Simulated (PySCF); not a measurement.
# Bonding in `[C-]#CCc1cccs1`

C7H5S (charge -1).
SMILES with atom numbers: `[C-:1]#[C:2][CH2:3][c:4]1[cH:5][cH:6][cH:7][s:8]1` (hydrogens: H9, H10 on C3; H11 on C5; H12 on C6; H13 on C7)

Cartesian coordinates in Å at the GFN2-xTB level; atoms count from 1:
```xyz
13
C7H5S angstrom
C     -2.9228    0.4800    1.8946
C     -2.2870    0.0175    0.9638
C     -1.6599   -0.6171   -0.2484
C     -0.2189   -0.3416   -0.2152
C      0.4410    0.8125   -0.5632
C      1.8186    0.7889   -0.2904
C      2.2352   -0.3769    0.2741
S      0.9148   -1.4874    0.4737
H     -1.8538   -1.6995   -0.2458
H     -2.1064   -0.1800   -1.1558
H     -0.0687    1.6586   -0.9939
H      2.4858    1.6104   -0.5059
H      3.2177   -0.6650    0.5948
```

Bond orders from the PBE0/pcSseg-1 density (PySCF). Isolated species at its GFN2-xTB geometry (one conformer only). The pcSseg-1 basis has no diffuse functions, a weakness for an anion.

**Question.** How far do the computed orders between heavy atoms stray from the drawn ones?

**Answer.** The largest departure is 0.454, at C1–C2 (drawn triple, 3.454), counting aromatic bonds as 1.5. The bonds drawn aromatic range from 1.14 to 1.57.

**Question.** Give the Mayer order of every bond, beside its length.

**Answer.** 
```csv
bond,drawn as,length (Å),Mayer order
C1–C2,triple,1.218,3.454
C2–C3,single,1.505,0.937
C3–C4,single,1.467,1.088
C4–C5,aromatic,1.374,1.545
C5–C6,aromatic,1.404,1.272
C6–C7,aromatic,1.361,1.568
C7–S8,aromatic,1.737,1.139
S8–C4,aromatic,1.753,1.157
C3–H9,single,1.100,0.924
C3–H10,single,1.102,0.929
C5–H11,single,1.078,0.981
C6–H12,single,1.080,0.974
C7–H13,single,1.073,0.965
```

By pair of heavy elements: C–C: lowest C2–C3 (0.937, 1.505 Å), highest C1–C2 (3.454, 1.218 Å). C–S: all 2 within 0.02 of one another (1.139 to 1.157).

**Question.** Sum the orders of all bonds at each heavy atom with more than one neighbour and set the sums beside the valence in the SMILES.

**Answer.** C2 4.391 (drawn 4), C3 3.878 (drawn 4), C4 3.790 (drawn 4), C5 3.798 (drawn 4), C6 3.814 (drawn 4), C7 3.672 (drawn 4), S8 2.296 (drawn 2). Orders between atoms that aren't bonded are not in these sums.

Mayer orders depend on the basis set.
